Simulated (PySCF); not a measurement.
PySCF input (BP86/6-31G* (5d)):

```python
from pyscf import gto, dft

mol = gto.M(
    atom='''
    B    -0.27022800   -0.66963600    0.31892400
    H    -1.17342200   -1.47140600    0.40207600
    O     0.82618200   -1.03693400    1.13524000
    H     1.52048100   -0.37518800    1.04024700
    P    -0.26875400    0.85399800   -0.72281700
    H    -1.57406900    0.68027400   -1.27660800
    ''',
    basis='6-31g*',
    charge=-1,
    spin=0,
    verbose=4,
)

mf = dft.RKS(mol, xc='bp86')
mf.grids.level = 3
mf.conv_tol = 1e-9
mf.max_cycle = 100
mf.max_memory = 1500
mf.kernel()
if not mf.converged:
    mf = mf.newton()
    mf.kernel(mf.make_rdm1())
mf.dip_moment()
```

Output:

```
PySCF version 2.14.0

[INPUT] verbose = 4
[INPUT] num. atoms = 6
[INPUT] num. electrons = 32
[INPUT] charge = -1
[INPUT] spin (= nelec alpha-beta = 2S) = 0
[INPUT] symmetry False subgroup None
[INPUT] Mole.unit = angstrom
[INPUT] Symbol           X                Y                Z      unit          X                Y                Z       unit  Magmom
[INPUT]  1 B     -0.270228000000  -0.669636000000   0.318924000000 AA   -0.510656911189  -1.265428643149   0.602679014551 Bohr   0.0
[INPUT]  2 H     -1.173422000000  -1.471406000000   0.402076000000 AA   -2.217446208539  -2.780554358042   0.759813521261 Bohr   0.0
[INPUT]  3 O      0.826182000000  -1.036934000000   1.135240000000 AA    1.561257709045  -1.959521269250   2.145292685651 Bohr   0.0
[INPUT]  4 H      1.520481000000  -0.375188000000   1.040247000000 AA    2.873292667605  -0.709002565223   1.965781931900 Bohr   0.0
[INPUT]  5 P     -0.268754000000   0.853998000000  -0.722817000000 AA   -0.507871454881   1.613822330926  -1.365926168180 Bohr   0.0
[INPUT]  6 H     -1.574069000000   0.680274000000  -1.276608000000 AA   -2.974559311168   1.285531549662  -2.412439488429 Bohr   0.0

nuclear repulsion = 82.4587285881456
number of shells = 26
number of NR pGTOs = 117
number of NR cGTOs = 52
basis = 6-31g*
ecp = {}

******** <class 'pyscf.dft.rks.RKS'> ********
method = RKS
initial guess = minao
damping factor = 0
level_shift factor = 0
DIIS = <class 'pyscf.scf.diis.CDIIS'>
diis_start_cycle = 1
diis_space = 8
diis_damp = 0
SCF conv_tol = 1e-09
SCF conv_tol_grad = None
SCF max_cycles = 100
direct_scf = True
direct_scf_tol = 1e-13
XC library pyscf.dft.libxc version 7.1.2
    S. Lehtola, C. Steigemann, M. J. T. Oliveira, and M. A. L. Marques,  SoftwareX 7, 1–5 (2018)
XC functionals = bp86
    A. D. Becke,  Phys. Rev. A 38, 3098 (1988)
    J. P. Perdew,  Phys. Rev. B 33, 8822 (1986)
    J. P. Perdew,  Phys. Rev. B 34, 7406–7406 (1986)
radial grids:
    Treutler-Ahlrichs [JCP 102, 346 (1995); DOI:10.1063/1.469408] (M4) radial grids

becke partition: Becke, JCP 88, 2547 (1988); DOI:10.1063/1.454033
pruning grids: <function nwchem_prune>
grids dens level: 3
symmetrized grids: False
atomic radii adjust function: <function treutler_atomic_radii_adjust>
small_rho_cutoff = 0
Set gradient conv threshold to 3.16228e-05
Initial guess from minao.
tot grids = 76736
init E= -443.312240874307
  HOMO = -0.244625705469894  LUMO = -0.0861860940918078  gap/eV = 4.31136
cycle= 1 E= -443.149603735449  delta_E= 0.163  |g|= 0.777  |ddm|= 2.34
  HOMO = 0.141037522226938  LUMO = 0.265436100836991  gap/eV = 3.38506
cycle= 2 E= -442.770807611986  delta_E= 0.379  |g|= 1.54  |ddm|= 2.46
  HOMO = 0.0822620484928751  LUMO = 0.21041549577693  gap/eV = 3.48723
cycle= 3 E= -443.274341773791  delta_E= -0.504  |g|= 0.248  |ddm|= 1.82
  HOMO = 0.0451217221724005  LUMO = 0.204283552361788  gap/eV = 4.33101
cycle= 4 E= -443.29389663853  delta_E= -0.0196  |g|= 0.0585  |ddm|= 0.428
  HOMO = 0.0517231429232159  LUMO = 0.202028168630699  gap/eV = 4.09001
cycle= 5 E= -443.294470146667  delta_E= -0.000574  |g|= 0.0452  |ddm|= 0.146
  HOMO = 0.0513990718557218  LUMO = 0.205593808272438  gap/eV = 4.19585
cycle= 6 E= -443.295214889868  delta_E= -0.000745  |g|= 0.0086  |ddm|= 0.0765
  HOMO = 0.0512353036706834  LUMO = 0.205010351474686  gap/eV = 4.18443
cycle= 7 E= -443.295246417627  delta_E= -3.15e-05  |g|= 0.00202  |ddm|= 0.0191
  HOMO = 0.0512824830346998  LUMO = 0.20501123594061  gap/eV = 4.18317
cycle= 8 E= -443.295247849193  delta_E= -1.43e-06  |g|= 0.000219  |ddm|= 0.00398
  HOMO = 0.0512750879227482  LUMO = 0.204994822278995  gap/eV = 4.18293
cycle= 9 E= -443.295247869116  delta_E= -1.99e-08  |g|= 4.51e-05  |ddm|= 0.000393
  HOMO = 0.0512690691958908  LUMO = 0.204992620772364  gap/eV = 4.18303
cycle= 10 E= -443.295247869776  delta_E= -6.59e-10  |g|= 7.25e-06  |ddm|= 7.46e-05
  HOMO = 0.051270433253761  LUMO = 0.204994150214216  gap/eV = 4.18304
Extra cycle  E= -443.29524786977  delta_E= 5.46e-12  |g|= 8.11e-06  |ddm|= 2.76e-05
converged SCF energy = -443.29524786977

WARN: System has nonzero charge -1; the dipole moment is origin-dependent.
Location of origin: [0. 0. 0.]

Dipole moment(X, Y, Z, Debye):  1.53965, -1.04755,  1.51017
```

The dipole moment of an ion depends on the origin.

The geometry given is a B3LYP-D3(BJ)/def2-TZVP minimum.
